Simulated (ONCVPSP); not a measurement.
# u(r) = r·R(r): atom against pseudo-atom (oxygen)

Columns: radius, all-electron u(r) and pseudo u(r) of the 2s shell (level -23.96 eV) of oxygen in the configuration [He] 2s2 2p4; PBE, scalar-relativistic, ONCV scheme, ONCVPSP 4.0.1.

```tsv
r (bohr)	all-electron	pseudo
0.072	-0.3948	0.0668
0.145	-0.3794	0.1351
0.217	-0.1937	0.2189
0.290	0.0470	0.3237
0.362	0.2797	0.4296
0.435	0.4852	0.5377
0.507	0.6498	0.6572
0.580	0.7766	0.7766
0.652	0.8653	0.8652
0.725	0.9230	0.9230
0.798	0.9539	0.9539
0.870	0.9630	0.9630
0.942	0.9557	0.9557
1.015	0.9354	0.9354
1.088	0.9057	0.9057
1.160	0.8699	0.8699
1.232	0.8296	0.8296
1.305	0.7861	0.7861
1.378	0.7412	0.7412
1.450	0.6966	0.6966
1.522	0.6524	0.6524
1.595	0.6087	0.6087
1.668	0.5664	0.5664
1.740	0.5264	0.5264
1.812	0.4883	0.4883
1.885	0.4517	0.4517
```

Problem. How many radial nodes do the two functions have?

Solution. The all-electron 2s function has n − l − 1 = 1; the pseudo-wave has 0, since the states of the same l below it are removed with the core.

Problem. At about which radius was the pseudo-wave matched?

Solution. 0.60 bohr, where the columns begin to agree (steps of 0.07 bohr).

Problem. Is the pseudo-wave norm-conserving?

Solution. Yes: the ONCV scheme keeps the norm inside the radius equal to the all-electron one, which fixes the energy derivative of the logarithmic derivative at the level.
